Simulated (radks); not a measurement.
Spherical quantum dot in the effective-mass picture: electrons in a hard-walled sphere of radius 3.84, all in effective atomic units (hartree* = m*/eps^2 hartree, bohr* = eps/m* bohr), one dielectric constant everywhere. Calculated with a radial shooting solver with Libxc functionals: non-relativistic Kohn-Sham, exchange-only LDA, spin-polarised, spherical densities. Levels are named by radial order and angular momentum (1s, 1p, 1d, 2s, ...), and open shells are averaged over m. Results are scaled to m* = 0.036 and eps = 12.3, for which hartree* = 6.475 meV and bohr* = 18.08 nm.

N = 9, configuration 1s2 1p6 1d(up 1, down 0). This is the lowest configuration that the search found. Occupied and some empty levels:

level,occupation,eigenvalue (meV),<r> (nm)
1s up,1,21.982,42.49
1s down,1,22.146,42.30
1p up,3,23.436,45.66
1p down,3,23.617,45.58
1d up,1,25.718,47.96
1d down,0,25.907,47.93
1f up,0,28.705,49.75
1f down,0,28.900,49.74
2s up,0,29.030,32.16
2s down,0,29.114,32.20
2p up,0,33.071,36.74
2p down,0,33.180,36.72

Energy (meV): total 121.186, kinetic 42.309, external 0, Hartree 95.290, exchange-correlation -16.413.

Electron density:

r (nm),n(r) (e/nm^3)
3.59,2.386e-06
7.05,2.717e-06
10.5,3.268e-06
14.0,4.043e-06
17.4,5.037e-06
20.9,6.237e-06
24.4,7.596e-06
27.8,9.060e-06
31.3,0.00001050
34.8,0.00001179
38.2,0.00001271
41.7,0.00001307
45.1,0.00001267
48.6,0.00001145
52.1,9.425e-06
55.5,6.886e-06
59.0,4.226e-06
62.4,1.965e-06
65.9,4.924e-07
69.4,1.116e-09
